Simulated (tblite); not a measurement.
A geometry optimisation, step by step.

C₃H₈BN (charge -1 and doublet state).
SMILES with atom numbers: `[BH2:1][N:2]([CH3:3])[CH-:4][CH2:5]` (hydrogens: H6, H7 on B1; H8, H9, H10 on C3; H11 on C4; H12, H13 on C5)

Computed with GFN2-xTB (tblite), gas phase: L-BFGS steps from a force-field or distance-geometry start until the largest atomic force falls under 0.01 eV/Å. 7 of its 86 geometries are shown.

Step 0: E = -399.2450 eV, largest atomic force 5.075 eV/Å
```
atom  x, y, z in Å  |  force x, y, z in eV/Å
B1     -1.020    1.302    0.519    1.492  -1.996   1.280
N2     -0.328   -0.026    0.314   -2.723   3.742  -2.084
C3     -1.165   -1.044   -0.258   -0.128  -1.191   0.552
C4      0.818    0.094   -0.582    2.052  -0.747   2.501
C5      2.015   -0.353    0.268   -1.077   0.063  -2.045
H6     -2.050    1.376    1.135   -0.081  -0.267  -0.607
H7     -0.337    2.277    0.579   -0.160  -0.140  -0.157
H8     -0.718   -2.023    0.021   -0.277   0.085  -0.142
H9     -1.128   -0.999   -1.370   -0.421   0.001   0.474
H10    -2.208   -1.018    0.126    0.361  -0.032  -0.270
H11     0.942    1.101   -0.983   -0.138   0.691   0.049
H12     2.683    0.480    0.510    0.626   0.024  -0.373
H13     2.492   -1.166   -0.297    0.473  -0.232   0.823
```

Step 14: E = -401.1197 eV, largest atomic force 0.575 eV/Å
```
atom  x, y, z in Å  |  force x, y, z in eV/Å
B1     -1.060    1.263    0.556    0.001  -0.117   0.079
N2     -0.425    0.193   -0.110   -0.163   0.074   0.525
C3     -1.143   -1.047   -0.295    0.073  -0.130   0.082
C4      0.927    0.335   -0.516    0.355   0.027  -0.032
C5      2.083   -0.279    0.041   -0.247  -0.108  -0.004
H6     -2.184    1.185    0.914   -0.430  -0.063  -0.214
H7     -0.448    2.200    0.909    0.181   0.280   0.021
H8     -0.598   -1.894    0.145    0.013  -0.026  -0.047
H9     -1.359   -1.300   -1.347    0.326   0.116  -0.125
H10    -2.130   -0.982    0.186    0.295   0.033   0.071
H11     1.141    1.385   -0.678   -0.171   0.374  -0.182
H12     3.017    0.294   -0.013   -0.266  -0.472  -0.193
H13     2.175   -1.351    0.189    0.034   0.012   0.020
```

Step 28: E = -401.5031 eV, largest atomic force 0.253 eV/Å
```
atom  x, y, z in Å  |  force x, y, z in eV/Å
B1     -1.166    1.292    0.639   -0.213   0.136  -0.002
N2     -0.378    0.260    0.063   -0.059   0.162  -0.096
C3     -0.971   -1.029   -0.232    0.091   0.192   0.080
C4      0.930    0.470   -0.374   -0.004  -0.009   0.028
C5      2.011   -0.368   -0.079   -0.058  -0.061   0.026
H6     -2.371    1.204    0.612    0.099  -0.002   0.042
H7     -0.649    2.281    1.058   -0.046  -0.013  -0.047
H8     -0.375   -1.845    0.183    0.031  -0.112  -0.007
H9     -1.073   -1.191   -1.315    0.108  -0.047  -0.062
H10    -1.971   -1.071    0.203    0.022  -0.025   0.046
H11     1.149    1.505   -0.648   -0.033  -0.105   0.109
H12     3.005   -0.146   -0.434    0.027   0.049  -0.096
H13     1.854   -1.362    0.306    0.035  -0.163  -0.021
```

Step 42: E = -401.5854 eV, largest atomic force 0.382 eV/Å
```
atom  x, y, z in Å  |  force x, y, z in eV/Å
B1     -1.283    1.358    0.515    0.377  -0.001   0.063
N2     -0.384    0.340    0.075    0.054  -0.125   0.020
C3     -0.890   -0.989   -0.173   -0.098   0.017  -0.011
C4      0.961    0.506   -0.193   -0.067  -0.041  -0.085
C5      1.970   -0.461   -0.131    0.059  -0.106   0.008
H6     -2.443    1.115    0.627   -0.112   0.019  -0.015
H7     -0.795    2.373    0.895   -0.178   0.197  -0.017
H8     -0.278   -1.757    0.322   -0.205   0.108  -0.083
H9     -0.919   -1.208   -1.256    0.147  -0.079   0.068
H10    -1.917   -1.046    0.195    0.030  -0.130   0.068
H11     1.264    1.543   -0.323   -0.019  -0.037   0.076
H12     2.920   -0.256   -0.603    0.140   0.132  -0.005
H13     1.789   -1.517    0.032   -0.128   0.048  -0.085
```

Step 57: E = -401.6925 eV, largest atomic force 0.136 eV/Å
```
atom  x, y, z in Å  |  force x, y, z in eV/Å
B1     -1.296    1.377    0.467   -0.073  -0.005  -0.023
N2     -0.354    0.348    0.146   -0.059  -0.022  -0.017
C3     -0.857   -0.983   -0.072   -0.012  -0.028  -0.007
C4      1.005    0.484   -0.035   -0.095   0.085  -0.002
C5      1.941   -0.530   -0.259    0.035  -0.068  -0.006
H6     -2.447    1.073    0.648    0.071   0.012  -0.042
H7     -0.981    2.522    0.500    0.110   0.055   0.058
H8     -0.338   -1.722    0.550    0.039  -0.004   0.065
H9     -0.729   -1.294   -1.119    0.053  -0.013  -0.041
H10    -1.921   -1.015    0.158   -0.039  -0.015   0.035
H11     1.380    1.484    0.147   -0.062   0.055   0.028
H12     2.948   -0.238   -0.531    0.027   0.030   0.006
H13     1.645   -1.505   -0.617    0.006  -0.084  -0.054
```

Step 71: E = -401.7080 eV, largest atomic force 0.067 eV/Å
```
atom  x, y, z in Å  |  force x, y, z in eV/Å
B1     -1.292    1.388    0.440   -0.032   0.040   0.043
N2     -0.373    0.342    0.128   -0.018  -0.023  -0.010
C3     -0.858   -1.001   -0.060   -0.014   0.003   0.002
C4      0.985    0.486   -0.050   -0.014  -0.019  -0.003
C5      1.926   -0.530   -0.269    0.029  -0.002   0.001
H6     -2.452    1.125    0.583   -0.007  -0.017  -0.018
H7     -0.907    2.507    0.585    0.005  -0.003  -0.003
H8     -0.333   -1.703    0.603    0.009  -0.001   0.003
H9     -0.698   -1.347   -1.093    0.011  -0.004   0.008
H10    -1.926   -1.050    0.155   -0.002   0.033  -0.001
H11     1.347    1.485    0.165    0.000   0.003  -0.006
H12     2.936   -0.216   -0.514    0.014  -0.018  -0.006
H13     1.641   -1.486   -0.690    0.020   0.009  -0.009
```

Step 85: E = -401.7090 eV, largest atomic force 0.009 eV/Å
```
atom  x, y, z in Å  |  force x, y, z in eV/Å
B1     -1.291    1.385    0.455   -0.004  -0.001  -0.001
N2     -0.373    0.342    0.127   -0.002   0.005   0.006
C3     -0.861   -1.000   -0.056    0.002  -0.001  -0.002
C4      0.984    0.485   -0.058    0.001  -0.002   0.002
C5      1.930   -0.530   -0.271    0.005   0.004   0.000
H6     -2.455    1.123    0.559   -0.007  -0.004   0.004
H7     -0.907    2.504    0.603    0.006   0.004   0.001
H8     -0.342   -1.700    0.614   -0.003   0.002   0.003
H9     -0.694   -1.353   -1.085    0.002  -0.004  -0.002
H10    -1.931   -1.039    0.153    0.001   0.000  -0.006
H11     1.345    1.485    0.156    0.003  -0.006  -0.006
H12     2.940   -0.216   -0.516    0.003   0.004   0.000
H13     1.650   -1.486   -0.698   -0.007  -0.002   0.001
```

Task: Summarise the path.

Result: The energy falls by 56.82 kcal/mol from step 0 to step 85; nine tenths of that is first reached at step 24. It falls at every step. The largest force goes from 5.075 to 0.009 eV/Å. Among the bonds C4–C5 changes most, from 1.534 to 1.403 Å; the atoms move by 0.748 Å rms after alignment.

Task: Follow the three bonds and two angles with the largest change from start to end.

Result: 
| step | E above end (kcal/mol) | largest force (eV/Å) | C4–C5 (Å) | B1–N2 (Å) | N2–C4 (Å) | N2–C4–C5 (°) | C4–C5–H13 (°) |
| --- | --- | --- | --- | --- | --- | --- | --- |
| 0 | 56.82 | 5.075 | 1.534 | 1.511 | 1.459 | 104.4 | 105.6 |
| 4 | 30.35 | 0.830 | 1.440 | 1.377 | 1.442 | 122.0 | 117.6 |
| 7 | 24.07 | 0.944 | 1.463 | 1.398 | 1.458 | 121.5 | 122.7 |
| 11 | 16.72 | 0.711 | 1.424 | 1.384 | 1.479 | 123.4 | 125.1 |
| 15 | 12.49 | 0.719 | 1.416 | 1.418 | 1.407 | 128.5 | 122.8 |
| 18 | 9.97 | 0.499 | 1.407 | 1.420 | 1.409 | 125.0 | 123.8 |
| 22 | 6.47 | 0.473 | 1.405 | 1.412 | 1.389 | 123.7 | 122.1 |
| 26 | 5.14 | 0.269 | 1.398 | 1.423 | 1.395 | 124.7 | 119.1 |
| 30 | 4.31 | 0.189 | 1.401 | 1.423 | 1.390 | 125.5 | 122.6 |
| 33 | 4.07 | 0.161 | 1.401 | 1.429 | 1.390 | 126.5 | 122.9 |
| 37 | 3.72 | 0.197 | 1.400 | 1.424 | 1.385 | 127.8 | 123.8 |
| 41 | 3.09 | 0.256 | 1.399 | 1.426 | 1.382 | 127.8 | 124.1 |
| 44 | 2.20 | 0.373 | 1.403 | 1.427 | 1.381 | 127.2 | 123.4 |
| 48 | 1.18 | 0.331 | 1.412 | 1.424 | 1.378 | 128.0 | 121.2 |
| 52 | 0.77 | 0.204 | 1.410 | 1.429 | 1.378 | 127.8 | 121.6 |
| 55 | 0.45 | 0.115 | 1.402 | 1.432 | 1.377 | 127.7 | 122.0 |
| 59 | 0.27 | 0.104 | 1.400 | 1.429 | 1.378 | 127.5 | 122.0 |
| 63 | 0.10 | 0.067 | 1.401 | 1.431 | 1.376 | 127.8 | 122.6 |
| 67 | 0.06 | 0.043 | 1.400 | 1.431 | 1.377 | 127.7 | 122.1 |
| 70 | 0.03 | 0.076 | 1.401 | 1.428 | 1.376 | 127.4 | 121.8 |
| 74 | 0.01 | 0.021 | 1.403 | 1.428 | 1.378 | 127.4 | 121.3 |
| 78 | 0.00 | 0.018 | 1.403 | 1.428 | 1.377 | 127.6 | 121.4 |
| 81 | 0.00 | 0.014 | 1.403 | 1.428 | 1.377 | 127.6 | 121.4 |
| 85 | 0.00 | 0.009 | 1.403 | 1.428 | 1.377 | 127.6 | 121.6 |

The cost below is that of the whole relaxation. Hardware: one thread, Arm Neoverse V2 (aarch64), no GPU, on a shared host. Cost: 0.29 s wall.
